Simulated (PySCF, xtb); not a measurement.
## Relative energy of two isomers of CH3ClSi2

We compare X, `[SiH2]=C[Si]Cl`, a singlet, with Y, `[Si]=C[SiH2]Cl`, a singlet. Both are isolated molecules in the gas phase, relaxed with BLYP-D3(BJ)/def2-SVP; the shapes shown needn't be the lowest conformers.

X (Å):

```xyz
7

C    -0.2485   -0.7490    0.8506
Cl   -2.9320    0.3673   -0.1504
Si    1.2627   -1.6088    0.9308
Si   -1.2676   -0.8740   -0.7186
H     2.1927   -1.6199    2.1012
H     1.7418   -2.4270   -0.2214
H    -0.5701   -0.1536    1.7246
```

Y (Å):

```xyz
7

C     0.0885   -1.0757    1.8144
Cl   -1.7458   -1.7126   -0.8556
Si    1.4467   -2.0609    2.2283
Si   -0.0304   -0.8179   -0.0237
H    -0.6907   -0.5979    2.4335
H    -0.0817    0.6303   -0.3982
H     1.1726   -1.4505   -0.6672
```

Q: Estimate E(Y) − E(X) at the level BLYP-D3(BJ)/def2-SVP.

A: Calculated at BLYP-D3(BJ)/def2-SVP: E(Y) − E(X) = −0.250 eV, so structure Y lies lower.

Level by level:

```tsv
level	geometry	E(Y) − E(X) (eV)	departure from the last row (eV)	job, with rough time for the two
GFN2-xTB	GFN2-xTB	−0.382	−0.131	optimisation, 0.16 s
HF/STO-3G	GFN2-xTB	−0.520	−0.270	single point, 1.2 s
r2SCAN-D4/def2-SVP	GFN2-xTB	−0.275	−0.025	single point, 15 s
BLYP-D3(BJ)/def2-SVP	BLYP-D3(BJ)/def2-SVP	−0.250		optimisation, 79 s
```

As drawn, both hold the same kinds of bond in the same numbers.

The levels shown agree on the order. The largest departure from BLYP-D3(BJ)/def2-SVP is that of HF/STO-3G, 0.270 eV. No coupled-cluster energies are at hand for both structures. No reliable frequencies are at hand for X or Y, so they aren't confirmed as minima.

Programs: PySCF 2.14.0, xtb 6.7.1; the last row on 2 threads of Arm Neoverse V2 on a shared host.
